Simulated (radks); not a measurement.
The numbers below are computed, except where a source is named.
Tm2+, 67 electrons, occupied as [Xe] 4f12 6s1 (not the ground configuration). Level of theory: scalar-relativistic Kohn-Sham, r2SCAN, spin-unpolarised, spherical densities, finite nucleus; meta-GGA in the generalised Kohn-Sham scheme; Fermi nuclear charge, rms radius 5.2516 fm (a radial shooting solver on a logarithmic mesh with Libxc functionals). Some entries of the table are withheld. Estimate them.

orbital  occ.  eigenvalue (hartree)  <r^2> (bohr^2)
1s          2             -2182.293       0.0005487
2s          2             -369.8113             (1)
2p          6             -326.5155        0.006948
3s          2             -84.16158         0.05567
3p          6             -70.98572         0.05617
3d         10             -54.70211         0.04689
4s          2             -17.48968          0.2795
4p          6             -13.13611             (2)
4d         10                   (3)          0.3775
5s          2              -2.80901           1.651
5p          6              -1.77561           2.271
4f         12              -0.98117          0.7373
6s          1              -0.62304           11.32

Answer. 
(1) 2s <r^2> (bohr^2): 0.008514
(2) 4p <r^2> (bohr^2): 0.3168
(3) 4d eigenvalue (hartree): -7.32671
